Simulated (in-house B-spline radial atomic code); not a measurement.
RPA and G0W0 for Lu+, [Xe] 4f14 6s2, as one setting changes: the share of exact exchange in the PBE hybrid start. A dash marks a level of low quasi-particle weight. Computed with a B-spline radial code for spherical atoms: all electrons, scalar-relativistic (spin-free one-electron X2C), finite nucleus, each spin shell either full or empty, empty states to l = 9 with an (l + 1/2)⁻⁴ tail; G0W0 by contour deformation at full frequency.

Without the two-electron picture change, the correlation of inner shells comes somewhat too large for so heavy an element.

```json
{"share of exact exchange in the PBE hybrid start": "0", "mean-field level (eV)": "-11.034", "G0W0 level (eV)": "6s -14.270", "RPA correlation (Eh)": "-6.5359"}
{"share of exact exchange in the PBE hybrid start": "0.1", "mean-field level (eV)": "-11.285", "G0W0 level (eV)": "6s -14.254", "RPA correlation (Eh)": "-6.4699"}
{"share of exact exchange in the PBE hybrid start": "0.2", "mean-field level (eV)": "-11.536", "G0W0 level (eV)": "6s -14.231", "RPA correlation (Eh)": "-6.408"}
{"share of exact exchange in the PBE hybrid start": "0.3", "mean-field level (eV)": "?", "G0W0 level (eV)": "?", "RPA correlation (Eh)": "?"}
{"share of exact exchange in the PBE hybrid start": "0.4", "mean-field level (eV)": "-12.035", "G0W0 level (eV)": "6s -14.176", "RPA correlation (Eh)": "-6.2927"}
{"share of exact exchange in the PBE hybrid start": "0.5", "mean-field level (eV)": "-12.283", "G0W0 level (eV)": "6s -14.146", "RPA correlation (Eh)": "-6.2385"}
{"share of exact exchange in the PBE hybrid start": "0.6", "mean-field level (eV)": "-12.530", "G0W0 level (eV)": "6s -14.117", "RPA correlation (Eh)": "-6.1862"}
{"share of exact exchange in the PBE hybrid start": "0.7", "mean-field level (eV)": "-12.775", "G0W0 level (eV)": "6s -14.087", "RPA correlation (Eh)": "-6.1357"}
{"share of exact exchange in the PBE hybrid start": "0.8", "mean-field level (eV)": "?", "G0W0 level (eV)": "?", "RPA correlation (Eh)": "?"}
{"share of exact exchange in the PBE hybrid start": "0.9", "mean-field level (eV)": "-13.261", "G0W0 level (eV)": "6s -14.028", "RPA correlation (Eh)": "-6.0394"}
{"share of exact exchange in the PBE hybrid start": "1", "mean-field level (eV)": "-13.502", "G0W0 level (eV)": "6s -13.999", "RPA correlation (Eh)": "-5.9934"}
```

Task: What belongs in the row for 0.3?

Result: mean-field level (eV): -11.787; G0W0 level (eV): 6s -14.204; RPA correlation (Eh): -6.349.

Task: What belongs in the row for 0.8?

Result: mean-field level (eV): -13.019; G0W0 level (eV): 6s -14.057; RPA correlation (Eh): -6.0869.
